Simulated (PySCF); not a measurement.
Computed IR spectrum (relative IR intensity) of a molecule CH11NSi4. The structure is a stationary point at PBE-D3(BJ)/def2-SVP. One conformer was computed; it need not be the lowest. Level of theory: PBE-D3(BJ)/def2-SVP run with PySCF. Frequencies are harmonic and unscaled.

Lines under 2 % of the strongest are left out, and lines within 2 cm⁻¹ are merged.

ν (cm⁻¹): 218 (w), 420 (m), 432 (m), 459 (vw), 554 (vw), 627 (w), 650 (m), 659 (m), 664 (w), 754 (w), 768 (w), 805 (vs), 827 (m), 884 (vs), 907 (w), 934 (w), 936 (m), 963 (w), 1320 (vw), 1494 (w), 2080 (m), 2129 (s), 2138 (w), 2145 (m), 2151 (s), 3470 (w), 3566 (w) (against the strongest line: vs over 80 %, s over 45 %, m over 15 %, w over 4 %, vw less)

Question: Which molecule gave these data?
A) [SiH3][Si@@H]1N[SiH2]C[SiH2]1
B) N[SiH2][SiH]1[SiH2]C[SiH2]1
C) NC1[SiH2][SiH2][SiH2][SiH2]1
D) N[Si@H]1C[SiH2][Si@@H]1[SiH3]

Answer: B, N[SiH2][SiH]1[SiH2]C[SiH2]1
